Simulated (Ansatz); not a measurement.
Reaction (cleavage of the In–Si bond): `N[SiH]([SiH3])[InH2]` + `[AsH3]` → `[AsH2][InH2]` + `N[SiH2][SiH3]`

Calculated with Ansatz (gas phase, PBE0-D4/def2-TZVP geometries, no zero-point term in ΔE). CCSD(T)/CBS adds triple-zeta CCSD(T) − MP2 to the extrapolated MP2 energy (def2 sets, frozen cores). This one scheme is used for every species. Functionals use def2-TZVPP. def2 core potentials past Kr. For As, In outer-core shells are correlated without core-valence functions, which leaves a few kJ/mol of doubt a bond. Scalar relativity is left out up to krypton. Each species was taken in one conformer, which may not be the lowest.

| level | ΔE (kJ/mol) |
| --- | --- |
| B97M-V | -42.4 |
| ωB97X-V | -50.8 |
| B2PLYP | -54.4 |
| HF/def2-TZVPP | -66.0 |

Problem. What does CCSD(T)/CBS give? (An estimate is asked.)

Solution. Computed: -52.2 kJ/mol. The listed levels differ from it by 9.8, 1.4, -2.2, -13.8 kJ/mol.

Largest T1 diagnostic among the species: 0.014.

At CCSD(T), def2-SVP lies +3.9 kJ/mol from the extrapolated value and def2-TZVPP +2.5 kJ/mol. From PBE to PBE0 (25 % exact exchange), in def2-TZVPP and without D4, ΔE moves by −5.0 kJ/mol.

CCSD(T)/CBS has its own doubt, a few kJ/mol and more with outer-core shells, so smaller differences from it don't rank the levels.
